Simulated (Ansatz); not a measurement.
Reaction (formal exchange of groups at the Se–Si bond): `CO[SiH2][SeH]` + `FBF` → `FB(F)[SeH]` + `CO[SiH3]`

Program: Ansatz. Geometries: PBE0-D4/def2-TZVP. ΔE: electronic, gas phase. CCSD(T)/CBS is the MP2 limit (def2-TZVPP, def2-QZVPP) plus CCSD(T) − MP2 in def2-TZVPP, frozen cores. This one scheme is used for every species. DFT in def2-TZVPP. B3LYP here is the variant with VWN-RPA as its local correlation; programs differ in this. HSE06 is defined as in plane-wave codes. For Se outer-core shells are correlated without core-valence functions, which leaves a few kJ/mol of doubt a bond. Scalar relativity is left out up to krypton. Each species was taken in one conformer, which may not be the lowest.

| level | ΔE (kcal/mol) | difference from CCSD(T)/CBS |
| --- | --- | --- |
| PBE-D4 | 3.2 | -1.2 |
| BLYP-D4 | 3.2 | -1.2 |
| r2SCAN-D4 | 2.9 | -1.5 |
| B97M-V | 2.1 | -2.3 |
| B3LYP-D4 | 3.6 | -0.8 |
| revPBE | 2.8 | -1.6 |
| r2SCANh | 3.0 | -1.4 |
| r2SCAN0 | 3.4 | -1.0 |
| HSE06 | 3.3 | -1.1 |
| LC-ωPBE | 3.3 | -1.1 |
| HF/def2-SVP | 2.3 | -2.1 |
| HF/def2-TZVPP | 4.1 | -0.3 |
| MP2/def2-TZVPP | 4.0 | -0.4 |
| SCS-MP2/def2-TZVPP | 3.7 | -0.7 |
| CCSD(T)/def2-TZVPP | 3.3 | -1.1 |
| CCSD/CBS(def2) | 4.5 | 0.1 |
| CCSD(T)/CBS | 4.4 | 0 |

Largest T1 diagnostic among the species: 0.013.

At CCSD(T), def2-SVP lies −3.5 kcal/mol from the extrapolated value and def2-TZVPP −1.1 kcal/mol. From BLYP to BHLYP (50 % exact exchange), in def2-TZVPP and without D4, ΔE moves by +1.0 kcal/mol. Leaving LDA and LC-ωPBE aside and taking each functional with its dispersion term where it has one, the values, not all of them listed here, spread over 2.3 kcal/mol, from B97M-V to BHLYP-D4.
